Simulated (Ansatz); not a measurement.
Program: Ansatz. Geometries: PBE0-D4/def2-TZVP. ΔE: electronic, gas phase. CCSD(T)/CBS adds triple-zeta CCSD(T) − MP2 to the extrapolated MP2 energy (def2 sets, frozen cores). DFT in def2-TZVPP. For Mg, Se outer-core shells are correlated without core-valence functions, which leaves a few kJ/mol of doubt a bond. Scalar relativity is left out up to krypton. Each species was taken in one conformer, which may not be the lowest.

Consider the ligand exchange at the Si–O bond: `C[S][Mg][O][SiH3]` + `O[SiH2][SeH]` → `O[SiH2][Se][SiH3]` + `C[S][Mg][OH]`.

CCSD(T)/CBS gives +0.58 eV.

Task: Another level gave +0.64 eV. Which?
A. HF/def2-TZVPP
B. B2PLYP/def2-TZVPP
C. ωB97M-V/def2-TZVPP
D. PBE0/def2-TZVPP

Result: B. B2PLYP 0.64, HF/def2-TZVPP 0.81, ωB97M-V 0.56, PBE0 0.50 eV.

Largest T1 diagnostic among the species: 0.011.

The D4 term adds −0.08 eV with B3LYP and −0.04 eV with PBE0; it sums over pairs of atoms, weighted by their polarisabilities, and B3LYP, whose exchange is more repulsive, gets the larger term. In def2-TZVPP, CCSD(T) changes the Hartree–Fock value by −0.19 eV (the triples alone add −0.03 eV) and MP2 by −0.25 eV.

B3LYP here is the variant with VWN-RPA as its local correlation; programs differ in this.
